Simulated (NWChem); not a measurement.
All runs are NWChem calculations. System: HCl₃Si, charge 0, spin multiplicity 1, at a geometry optimised with PBE/def2-SVP. The structure started from a generated list of species. Level: PBE/3-21G.

Part of the output:

```
             Northwest Computational Chemistry Package (NWChem) 7.3.0
             --------------------------------------------------------

                                NWChem Input Module
                                -------------------

 Scaling coordinates for geometry "geometry" by  1.889725989
 (inverse scale =  0.529177249)

 Turning off AUTOSYM since
 SYMMETRY directive was detected!

                             Geometry "geometry" -> ""
                             -------------------------

 Output coordinates in angstroms (scale by  1.889725989 to convert to a.u.)

  No.       Tag          Charge          X              Y              Z
 ---- ---------------- ---------- -------------- -------------- --------------
    1 Si                  14.0000     0.03262500     0.50908200     0.00000000
    2 Cl                  17.0000    -0.98076300    -0.11675600     1.68232900
    3 Cl                  17.0000    -0.98076300    -0.11675600    -1.68232900
    4 Cl                  17.0000     1.92713300    -0.30314200     0.00000000
    5 H                    1.0000     0.12792200     1.99596000     0.00000000

 Effective nuclear repulsion energy (a.u.)     333.8749137204

            Nuclear Dipole moment (a.u.)
            ----------------------------
        X                 Y               Z
 ---------------- ---------------- ----------------
    -0.0000170075    -0.0000188973     0.0000000000

      Symmetry information
      --------------------

 Group name             Cs
 Group number              2
 Group order               2
 No. of unique centers     4

      Symmetry unique atoms

     1    2    4    5


 Summary of "ao basis" -> "" (spherical)
 ------------------------------------------------------------------------------
       Tag                 Description            Shells   Functions and Types
 ---------------- ------------------------------  ------  ---------------------
 *                           3-21g                    on all atoms

  pbe96 is a nonlocal functional; adding pw91lda local functional.

                                 NWChem DFT Module
                                 -----------------

 Summary of "ao basis" -> "ao basis" (spherical)
 ------------------------------------------------------------------------------
       Tag                 Description            Shells   Functions and Types
 ---------------- ------------------------------  ------  ---------------------
 Si                          3-21g                   7       13   4s3p
 Cl                          3-21g                   7       13   4s3p
 H                           3-21g                   2        2   2s

 Summary of "ao basis" -> "ao basis" (spherical)
 ------------------------------------------------------------------------------
       Tag                 Description            Shells   Functions and Types
 ---------------- ------------------------------  ------  ---------------------
 Si                          3-21g                   7       13   4s3p
 Cl                          3-21g                   7       13   4s3p
 H                           3-21g                   2        2   2s

      Symmetry analysis of basis
      --------------------------

        a'         35
        a"         19

            General Information
            -------------------
          SCF calculation type: DFT
          Wavefunction type:  closed shell.
          No. of atoms     :     5
          No. of electrons :    66
           Alpha electrons :    33
            Beta electrons :    33
          Charge           :     0
          Spin multiplicity:     1
          Use of symmetry is: on ; symmetry adaption is: on
          Maximum number of iterations: 100
          AO basis - number of functions:    54
                     number of shells:    30
          Convergence on energy requested:  1.00D-06
          Convergence on density requested:  1.00D-05
          Convergence on gradient requested:  5.00D-04

              XC Information
              --------------
          PerdewBurkeErnzerhof Exchange Functional  1.000
            Perdew 1991 LDA Correlation Functional  1.000 local
           PerdewBurkeErnz. Correlation Functional  1.000 non-local
[...]
     6 a"          7 a'          8 a"          9 a'         10 a'
    11 a"         12 a'         13 a"         14 a'         15 a'
    16 a"         17 a'         18 a'         19 a"         20 a'
    21 a'         22 a"         23 a'         24 a'         25 a"
    26 a'         27 a'         28 a"         29 a'         30 a'
    31 a"         32 a"         33 a'         34 a'         35 a"
    36 a'         37 a'         38 a'         39 a'         40 a"
    41 a'         42 a"         43 a'

------------------------------------------------------------
EAF file 0: "./mol.aoints.0" size=524288 bytes
------------------------------------------------------------
               write      read    awrite     aread      wait
               -----      ----    ------     -----      ----
     calls:        1         0         0         0         0
   data(b): 5.24e+05  0.00e+00  0.00e+00  0.00e+00
   time(s): 0.00e+00  0.00e+00  0.00e+00  0.00e+00  0.00e+00
rate(mb/s): 0.00e+00  0.00e+00
------------------------------------------------------------

   convergence    iter        energy       DeltaE   RMS-Dens  Diis-err    time
 ---------------- ----- ----------------- --------- --------- ---------  ------
 d= 0,ls=0.0,diis     1  -1661.7531338321 -2.00D+03  4.26D-02  8.77D-01     0.2
 d= 0,ls=0.0,diis     2  -1661.6536492492  9.95D-02  2.83D-02  1.21D+00     0.3
 d= 0,ls=0.0,diis     3  -1661.8640519892 -2.10D-01  5.24D-03  6.41D-02     0.4
 d= 0,ls=0.0,diis     4  -1661.8738361787 -9.78D-03  1.30D-03  3.43D-03     0.4
 d= 0,ls=0.0,diis     5  -1661.8743461536 -5.10D-04  2.44D-04  4.53D-05     0.5
  Resetting Diis
 d= 0,ls=0.0,diis     6  -1661.8743543970 -8.24D-06  6.74D-05  3.47D-06     0.6
 d= 0,ls=0.0,diis     7  -1661.8743553066 -9.10D-07  6.79D-06  1.74D-08     0.7

         Total DFT energy =    -1661.874355306592
      One electron energy =    -2962.793316471261
           Coulomb energy =     1072.208473482282
    Exchange-Corr. energy =     -105.164426038046
 Nuclear repulsion energy =      333.874913720434

 Numeric. integr. density =       65.999997910358

     Total iterative time =      0.6s

                  Occupations of the irreducible representations
                  ----------------------------------------------

                     irrep           alpha         beta
                     --------     --------     --------
                     a'               21.0         21.0
                     a"               12.0         12.0

                       DFT Final Molecular Orbital Analysis
                       ------------------------------------

 Vector   31  Occ=2.000000D+00  E=-3.169274D-01  Symmetry=a"
              MO Center= -7.9D-01, -7.6D-02, -2.2D-14, r^2= 4.4D+00
   Bfn.  Coefficient  Atom+Function         Bfn.  Coefficient  Atom+Function
  ----- ------------  ---------------      ----- ------------  ---------------
    21      0.353061  2 Cl py                34     -0.353061  3 Cl py
    25      0.272706  2 Cl py                38     -0.272706  3 Cl py
    22      0.249905  2 Cl pz                35      0.249905  3 Cl pz
    26      0.220808  2 Cl pz                39      0.220808  3 Cl pz
    17     -0.163939  2 Cl py                30      0.163939  3 Cl py

 Vector   32  Occ=2.000000D+00  E=-3.146365D-01  Symmetry=a'
              MO Center=  1.0D-02,  1.9D-01,  6.0D-14, r^2= 4.8D+00
   Bfn.  Coefficient  Atom+Function         Bfn.  Coefficient  Atom+Function
  ----- ------------  ---------------      ----- ------------  ---------------
    54      0.360674  5 H  s                 21     -0.326545  2 Cl py
    34     -0.326545  3 Cl py                47     -0.327955  4 Cl py
    51     -0.257873  4 Cl py                25     -0.253081  2 Cl py
    38     -0.253081  3 Cl py                10      0.170322  1 Si s
    53      0.168884  5 H  s                 12     -0.152026  1 Si py

 Vector   33  Occ=2.000000D+00  E=-3.052562D-01  Symmetry=a"
              MO Center= -1.2D-02, -1.8D-01,  8.6D-15, r^2= 5.0D+00
   Bfn.  Coefficient  Atom+Function         Bfn.  Coefficient  Atom+Function
  ----- ------------  ---------------      ----- ------------  ---------------
    48      0.376583  4 Cl pz                20     -0.325520  2 Cl px
    33      0.325520  3 Cl px                52      0.298051  4 Cl pz
    24     -0.257635  2 Cl px                37      0.257635  3 Cl px
    22     -0.188350  2 Cl pz                35     -0.188350  3 Cl pz
    44     -0.173873  4 Cl pz                16      0.150297  2 Cl px

 Vector   34  Occ=0.000000D+00  E=-7.600703D-02  Symmetry=a'
              MO Center=  8.9D-04,  1.4D-02, -1.3D-13, r^2= 3.9D+00
   Bfn.  Coefficient  Atom+Function         Bfn.  Coefficient  Atom+Function
  ----- ------------  ---------------      ----- ------------  ---------------
    10      1.268142  1 Si s                 12     -0.458490  1 Si py
    50      0.455408  4 Cl px                 6      0.448332  1 Si s
    23     -0.397622  2 Cl s                 26      0.397307  2 Cl pz
    36     -0.397622  3 Cl s                 39     -0.397307  3 Cl pz
    49     -0.397647  4 Cl s                 46      0.295768  4 Cl px

 Vector   35  Occ=0.000000D+00  E=-3.979566D-02  Symmetry=a'
              MO Center= -8.1D-03,  5.7D-01, -2.1D-10, r^2= 3.9D+00
   Bfn.  Coefficient  Atom+Function         Bfn.  Coefficient  Atom+Function
  ----- ------------  ---------------      ----- ------------  ---------------
    11      1.274923  1 Si px                49     -0.735055  4 Cl s
     7      0.528466  1 Si px                50      0.477850  4 Cl px
    23      0.367543  2 Cl s                 36      0.367543  3 Cl s
    26     -0.347467  2 Cl pz                39      0.347467  3 Cl pz
    51     -0.318658  4 Cl py                 3     -0.214145  1 Si px

 Vector   36  Occ=0.000000D+00  E=-3.979333D-02  Symmetry=a"
              MO Center=  8.1D-02,  5.6D-01,  2.1D-10, r^2= 3.9D+00
   Bfn.  Coefficient  Atom+Function         Bfn.  Coefficient  Atom+Function
  ----- ------------  ---------------      ----- ------------  ---------------
    13      1.277558  1 Si pz                23     -0.636600  2 Cl s
    36      0.636600  3 Cl s                  9      0.529545  1 Si pz
    24     -0.362668  2 Cl px                37      0.362668  3 Cl px
    52     -0.305141  4 Cl pz                26      0.296672  2 Cl pz
    39      0.296672  3 Cl pz                25     -0.226201  2 Cl py

 center of mass
 --------------
 x =  -0.00227252 y =  -0.03545468 z =   0.00000000

 moments of inertia (a.u.)
 ------------------
         761.798067083840          41.785361355411           0.000000000000
          41.785361355411        1411.025649640370           0.000000000000
           0.000000000000           0.000000000000         759.111940275998

     Multipole analysis of the density
     ---------------------------------

     L   x y z        total         alpha         beta         nuclear
     -   - - -        -----         -----         ----         -------
     0   0 0 0     -0.000000    -33.000000    -33.000000     66.000000

     1   1 0 0      0.041267      0.020642      0.020642     -0.000017
     1   0 1 0      0.645577      0.322798      0.322798     -0.000019
     1   0 0 1     -0.000000     -0.000000     -0.000000      0.000000

     2   2 0 0    -41.700676   -192.031160   -192.031160    342.361645
     2   1 1 0      0.246733     10.033293     10.033293    -19.819853
     2   1 0 1      0.000000      0.000000      0.000000      0.000000
     2   0 2 0    -37.867863    -36.142644    -36.142644     34.417425
     2   0 1 1      0.000000      0.000000      0.000000      0.000000
     2   0 0 2    -41.716079   -192.675959   -192.675959    343.635839

 Task  times  cpu:        0.6s     wall:        0.6s

 Total times  cpu:        0.7s     wall:        0.7s
```

Q: Write an NWChem input that would produce this output.

A: Several could match; the one computed here: 
```
start mol
memory heap 200 mb stack 900 mb global 1100 mb
geometry units angstroms nocenter noautoz
  Si     0.032625     0.509082     0.000000
  Cl    -0.980763    -0.116756     1.682329
  Cl    -0.980763    -0.116756    -1.682329
  Cl     1.927133    -0.303142     0.000000
  H      0.127922     1.995960     0.000000
  symmetry group Cs
end
basis spherical
  * library 3-21g
end
dft
  xc xpbe96 cpbe96
  semidirect memsize 60000000 filesize 0
  iterations 100
end
task dft energy
```
